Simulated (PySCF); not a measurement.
Vertical excitations of a molecule C₃H₁₁NSi₂ from TDA-PBE0/def2-SVPD run with PySCF, as energy in eV (oscillator strength): 5.14 (0.003), 5.66 (0.032), 5.91 (0.116), 6.11 (0.197), 6.25 (0.002), 6.33 (0.013). Lowest triplet (TDA): 3.75 eV. Geometry optimised at B3LYP-D3(BJ)/def2-SVP. The values are those of a single conformer.

Task: Which structure fits?
A. NC[Si@@H]1CC[SiH2]1
B. C[SiH2]C/C=N/[SiH3]
C. [SiH3]NC1([SiH3])CC1
D. C=C([SiH3])N(C)[SiH3]

Result: D, C=C([SiH3])N(C)[SiH3]
